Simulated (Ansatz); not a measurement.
Ideal-gas functions of `[SiH3][O][GaH][Br]` at 400 K and 1 bar, from an Ansatz frequency run at PBE0-D4/def2-TZVP.

Molar mass 197.74 g/mol, point group Cs (symmetry number 1), electronic degeneracy 1, moments of inertia 151.142, 437.404, 582.661 u Å². Harmonic wavenumbers (cm⁻¹, unscaled): 36, 54, 93, 184, 306, 453, 521, 586, 727, 733, 954, 955, 981, 1023, 2070, 2215, 2217, 2232.

Use S(trans) = R[1.5 ln M + 2.5 ln T − 1.1517]; rotational temperatures θ = 24.2544 K / I; S(rot) = R[ln(√π/σ · √(T³/θAθBθC)) + 1.5]; for each mode x = 1.438777 ν̃/T, S = R[x/(eˣ − 1) − ln(1 − e⁻ˣ)] and H = RT x/(eˣ − 1); 1 cm⁻¹ = 0.0119627 kJ/mol; R = 8.31446 J/(mol·K).

Task: By hand: the entropy, in J/(mol·K).

Result: Translation 180.9. Rotation: θ = 0.1605, 0.0555, 0.0416 K, giving 124.8. Vibration, mode by mode: 25.32, 21.95, 17.46, 11.90, 7.92, 5.12, 4.21, 3.50, 2.35, 2.31, 1.23, 1.22, 1.13, 1.00, 0.04, 0.03, 0.03, 0.02, in all 106.7. Electronic 0.0. Sum 412.4 J/(mol·K).

Task: By hand: H − E and G − E in kJ/mol, counted from the electronic energy.

Result: Zero-point energy ½ × 16340 × 0.0119627 = 97.7; thermal vibration 19.4; translation, rotation and pV give 4 RT = 13.3. H − E = 130.4 kJ/mol, and G − E = 130.4 − 400 × 412.4/1000 = -34.6 kJ/mol.

Vibration gives 26 % of the entropy, 64.7 J/(mol·K) of it from the modes under 150 cm⁻¹: soft modes count most, and the harmonic formula is weakest for them. The sum counts one conformer and one mirror image; others add a mixing term.
